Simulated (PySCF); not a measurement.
Ge(H)2(Et)(NH2), C₂H₉GeN, SMILES C[CH2][GeH2][NH2] at its CAM-B3LYP/def2-SVP optimised geometry (Å):

```
13

Ge    -1.5490    -0.2146     0.0000
N     -2.1137    -1.1794     1.4625
C      0.4056    -0.2146     0.0000
C      1.0151     0.2905     1.3066
H     -2.1157    -0.9415    -1.2321
H     -2.0635     1.2479     0.0000
H     -1.9963    -0.7196     2.3618
H     -3.0677    -1.5255     1.4044
H      0.7295    -1.2479    -0.2007
H      0.7482     0.3944    -0.8522
H      0.7191     1.3299     1.5214
H      2.1157     0.2647     1.2800
H      0.6963    -0.3293     2.1593
```

Calculation: CAM-B3LYP/def2-TZVP (PySCF).

Map of the electron localisation function on the plane z = 0.6 Å:

```
|0000000000000000000000000000000|
|0000000000000000000000000000000|
|0000000000000000000000000000000|
|0000000000000000000000000000000|
|0000000000000000000000000000000|
|0000000010000000000000000000000|
|0000013676300000000000000000000|
|0000168999830000022100000000000|
|0001599999960000244310000000000|
|0002799999971000255310000000000|
|0002799999981000244310011000000|
|0001589999961000133321244300000|
|0000268999742001234334688730000|
|0000024665332223566546899850000|
|0000012321113555798657899961000|
|0000012211212677899755899860000|
|0000123311211676688633577630000|
|0000124531112565565311123200000|
|0001234664222344454210000000000|
|0013334567531112465310000000000|
|0034543466631001576410000000000|
|0034543356530000477520000000000|
|0023332245531000256410000000000|
|0001111124430000022200000000000|
|0000000012320000000000000000000|
|0000000001100000000000000000000|
|0000000000000000000000000000000|
|0000000000000000000000000000000|
|0000000000000000000000000000000|
|0000000000000000000000000000000|
|0000000000000000000000000000000|
```
Scale: ten equal steps from 0.000 (start of '0') to 0.999 (end of '9'), in the order '0123456789'; x runs from -4.50 to 4.50, y from -4.50 (bottom) to 4.50 (top).
